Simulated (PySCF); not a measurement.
C5H8F3OP.
InChI=1S/C5H8F3OP/c6-5(7,8)4-1-2-10(9)3-4/h4,10H,1-3H2/t4-/m0/s1

Theory: TDDFT B3LYP/def2-SVPD, vertical, gas phase, core orbitals frozen in the response in PySCF. One conformer (not necessarily the lowest) at the PBE0-D3(BJ)/def2-SVP geometry, without solvent, vibrations or thermal averaging.

**Question.** What does the calculation give for the low-lying excited states?

**Answer.** 

```csv
state,E (eV),λ (nm),f,"main configurations (H = HOMO, L = LUMO)"
S1,6.60,187.8,0.0022,H→L (96%)
S2,6.76,183.4,0.011,H→L+1 (90%)
S3,6.82,181.8,0.0059,"H-1→L+1 (56%), H-1→L (37%)"
S4,6.88,180.1,0.026,"H-1→L (56%), H-1→L+1 (35%)"
S5,7.37,168.2,0.013,"H-1→L+2 (44%), H-1→L+3 (39%)"
S6,7.47,165.9,0.027,"H→L+3 (72%), H→L+2 (14%)"
S7,7.53,164.7,0.020,"H→L+2 (79%), H→L+3 (11%)"
S8,7.64,162.2,0.041,"H-1→L+2 (47%), H-1→L+3 (45%)"
S9,7.86,157.7,0.0005,H→L+4 (93%)
S10,7.98,155.4,0.0039,H-1→L+4 (92%)
```

Triplets (Tamm–Dancoff): T1 6.43 eV, H-1→L (55%), H-1→L+1 (16%), H-1→L+3 (10%); T2 6.44 eV, H→L+1 (58%), H→L (18%), H→L+3 (11%); T3 6.49 eV, H→L (64%), H→L+1 (22%); T4 6.55 eV, H-1→L+1 (57%), H-1→L (27%).

The lowest singlet comes at 188 nm (637 kJ/mol) in the vacuum ultraviolet; it is very weak; its leading configuration is HOMO→LUMO (96%). The most intense listed level is S8 at 7.64 eV (162 nm, f = 0.041), 1.04 eV above S1. Löwdin shares by element: HOMO oxygen 62%, carbon 17% or more, phosphorus 13%; LUMO hydrogen 33% or more, phosphorus 10% (atoms not listed hold the other 58%). The listed states span 1.38 eV, and the widest gap between neighbours is 0.49 eV (S4 to S5). The oscillator strengths of these states sum to 0.150; summed over the whole spectrum of an exact calculation they would give the number of electrons, 88 (Thomas–Reiche–Kuhn). Orbital energies (eV): HOMO-3 -10.27, HOMO-2 -10.17, HOMO-1 -7.85, HOMO -7.74, LUMO -0.22, LUMO+1 0.25, LUMO+2 0.57. The vertical ionisation energy (ΔSCF) is 9.97 eV, 1.99 eV above S10. Only the lowest 10 singlets were computed, as vertical energies without vibronic structure.
